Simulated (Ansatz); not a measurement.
Process, species as SMILES: O=[SiH] (O-SiH) → O=[SiH-] (an electron is taken up)
B3LYP-D3(BJ)/def2-TZVP geometries, fixed; electronic energies without zero-point terms; positive where energy is released.
Largest species:
```xyz
3

Si    -0.0147    -0.5041    -0.0112
O     -0.1485     1.0191     0.0164
H      1.3936    -1.0954     0.0249
```
Charge 0, spin multiplicity 2.

Basis-set convergence of the adiabatic electron affinity at wB97M-V with Ansatz (an electronic-structure program). Cartesian d functions, on some or all atoms, in 6-31+G*, 6-311+G**; all else is spherical. The program fits the integrals of some runs and decomposes those of others, by size. Open shells are unrestricted. The functional holds VV10 correlation; no added dispersion term, no relativity. Functions are those of the species that has most. Reference: the value in aug-pcseg-3, 2.002 eV, itself unsure by roughly 0.006 eV (its mean distance from aug-cc-pV(Q+d)Z, def2-QZVPPD). Deviations are taken from unrounded values.

| basis | functions |
|---|---|
| pcseg-0 | 24 |
| pcseg-1 | 37 |
| cc-pV(D+d)Z | 42 |
| 6-31+G* | 44 |
| 6-311+G** | 59 |
| 6-311++G(2d,2p) | 72 |
| pcseg-2 | 78 |
| cc-pV(T+d)Z | 83 |
| 6-311++G(3df,3pd) | 104 |
| cc-pV(Q+d)Z | 149 |
| pcseg-3 | 157 |
| cc-pV(5+d)Z | 246 |
| pcseg-4 | 267 |

Problem. Which is the smallest set listed that can be trusted to 0.1 eV here, that is, within that of the reference together with its larger relatives (same family, alike in diffuse functions; a set with none to test it counts only in the reference's own line)?

Solution. The smallest set listed that lies within 0.1 eV of the reference with all its larger relatives (same family, alike in diffuse functions; a set with none counts only in the reference's own line) is 6-31+G* (44 functions, -0.005 eV off). Inside, with no larger relative to test it: cc-pV(5+d)Z. Value minus reference: pcseg-0 -0.401, pcseg-1 -0.277, cc-pV(D+d)Z -0.536, 6-31+G* -0.005, 6-311+G** 0.020, 6-311++G(2d,2p) 0.000, pcseg-2 -0.153, cc-pV(T+d)Z -0.284, 6-311++G(3df,3pd) -0.002, cc-pV(Q+d)Z -0.119, pcseg-3 -0.042, cc-pV(5+d)Z -0.064, pcseg-4 -0.018 eV.
